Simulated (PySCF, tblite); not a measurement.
Q: Give a GFN2-xTB geometry of InChI=1S/C4HF4PS/c5-3-2(4(6,7)8)9-1-10-3/h1H.

A: 
```
atom  x, y, z in Å
F1    -0.2854    2.2518    0.1735
C2     0.3723    1.1024    0.0840
S3     2.0889    1.1555    0.0897
C4     2.2475   -0.5478   -0.0393
P5     0.8571   -1.5310   -0.1182
C6    -0.2187   -0.1207   -0.0117
C7    -1.7007   -0.2919   -0.0291
F8    -2.2894    0.3361   -1.0584
F9    -2.2940    0.1626    1.0852
F10   -2.0261   -1.5893   -0.1351
H11    3.2539   -0.9250   -0.0666
```

Any rigid rotation of these coordinates is as good. Atoms count from 1 in this order. Of the pairs four or more bonds apart, F1···F8 is among the closest relative to their van der Waals radii: 3.03 Å, 103 % of the sum of Bondi's values. The 2 C–C bonds span 1.362 Å (C2–C6, aromatic) to 1.492 Å (C6–C7, drawn single), a spread of 0.130 Å. The 5-membered ring C2–S3–C4–P5–C6 has internal angles of 91.9° to 120.0° (sum 540°, against 540° for a flat polygon); it is planar, 0.00 Å rms from its mean plane, widest ring torsion 0°. The C–P distances run from 1.705 Å (C4–P5, aromatic) to 1.777 Å (P5–C6, aromatic), a spread of 0.072 Å.

Bonds between heavy atoms (Å): F1–C2 1.327, C2–S3 1.717, S3–C4 1.716, C4–P5 1.705, P5–C6 1.777, C6–C7 1.492, C7–F8 1.342, C7–F9 1.342, C7–F10 1.342, C2–C6 1.362.

The geometry is computed with GFN2-xTB (gas phase).

Point group: Cs (tolerance 0.08 Å). Its GFN2-xTB frequencies are all real (lowest 26 cm⁻¹).
